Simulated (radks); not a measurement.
Dispersion coefficients C6 (hartree bohr^6) between ground-configuration atoms and ions, from the Casimir-Polder integral (3/pi) of alpha_A(iw) alpha_B(iw). Calculated with a radial shooting solver on a logarithmic mesh with Libxc functionals: scalar-relativistic Kohn-Sham, LDA (Slater exchange, Perdew-Wang correlation), spin-polarised, spherical densities, finite nucleus; open shells are filled with parallel spins first (spin-orbit coupling, left out, can overturn this in heavy ions); Fermi nuclear charge, rms radius of each element as measured or else 0.836 A^(1/3) + 0.57 fm. Response by self-consistent Sternheimer equations with the Hartree and adiabatic LDA kernel, the relativistic mass of each level held fixed and spin-orbit coupling left out. For heavy and open-shell atoms this level of theory can miss by tens of per cent.

| C6 | Sb3+ | Sn | Cr+ | Mg |
|---|---|---|---|---|
| Sb3+ | 47.80 |  |  |  |
| Sn | 160.6 | 642.0 |  |  |
| Cr+ | 50.50 | 183.6 | 55.33 |  |
| Mg | 138.0 | 612.1 | 166.4 | 618.3 |

Static polarisabilities (bohr^3): Sb3+ ([Kr] 4d10 5s2) 10.01, Sn ([Kr] 4d10 5s2 5p2) 59.42, Cr+ ([Ar] 3d5) 14.59, Mg ([Ne] 3s2) 71.01. The combination rule 2 Ca Cb / ((alpha_b/alpha_a) Ca + (alpha_a/alpha_b) Cb) gives 49.14 for Cr+-Sb3+, against 50.50 from the integral.
